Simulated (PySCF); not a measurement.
ZrO2, SMILES [O]=[Zr]=[O], multiplicity 1. Geometry: B3LYP-D3(BJ)/def2-TZVP. The multiplicity is an assumed one; other spin states were not compared. The isomer is the one that the SMILES or the coordinates give; other isomers of the formula were not compared. The def2 effective core potentials stand for the cores of Zr; spin–orbit coupling is left out.

Computed equilibrium geometry at B3LYP-D3(BJ)/def2-TZVP (PySCF confirms it by a frequency run) as bond lengths and angles, and its point group:
point group C2v.
Atoms: Zr1 O2 O3. Bonded distances (Å): Zr1–O2 1.776, Zr1–O3 1.776. Bond angles (°): O2–Zr1–O3 108.2.
